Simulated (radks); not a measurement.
Results of a calculation; reference values are marked as such.
Initial-state core-level shifts of neutral silver when its valence configuration changes from [Kr] 4d10 5s1. Level of theory: Dirac Kohn-Sham, LDA (Slater exchange, Perdew-Wang correlation), spin-unpolarised, spherical densities, finite nucleus; open shells fill j = l - 1/2 first; Fermi nuclear charge, rms radius 4.5454 fm (a radial shooting solver on a logarithmic mesh with Libxc functionals). Shifts are changes of the shell-averaged eigenvalues in eV (positive: less bound); the change of the density at the nucleus, which sets a Mossbauer isomer shift, is in e/bohr^3, on a base of 1.451e+05.

valence,1s,2s,3d,4p,density at nucleus
4d10 5p1,-1.812,-1.754,-1.775,-1.848,-17.66
4d9 5s2,-4.171,-4.417,-4.371,-3.885,+26.11
4d8 5s2 5p1,-10.443,-10.967,-10.838,-9.661,+39.09
4d9 5s1 5p1,-5.861,-6.064,-6.034,-5.585,+7.10
4d9.5 5s1.5,-2.017,-2.133,-2.115,-1.898,+12.12
4d6 5s2 5p3,-23.736,-25.044,-24.568,-21.199,+68.16
4d9 5p2,-7.312,-7.476,-7.464,-7.046,-14.75
4d7 5s2 5p2,-16.859,-17.745,-17.476,-15.335,+53.15
4d8 5s1.5 5p1.5,-11.167,-11.676,-11.555,-10.381,+27.63
